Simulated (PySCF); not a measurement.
Isomers of C2H3B. All species are isolated molecules in the gas phase. Strings in code marks are SMILES.

The numbers are results of ωB97X-D3(BJ)/def2-TZVP // PBE0-D3(BJ)/def2-TZVP run with PySCF, not measurements. Excitations are Tamm–Dancoff values on a coarser integration grid. The basis has no diffuse functions, so Rydberg states are missing or too high.

| species | T1 excitation (TDA) (eV) | S1 excitation (TDA) (eV) | S1 oscillator strength |
|---|---|---|---|
| `B1C=C1` | 5.32 | 5.92 | 0.004 |
| `C(=C)=B` | 1.43 | 1.79 | 0.000 |
| `BC#C` | 3.76 | … | … |

Fill in the missing entries.


- `BC#C`, S1 excitation (TDA) (eV): 4.08
- `BC#C`, S1 oscillator strength: 0.000
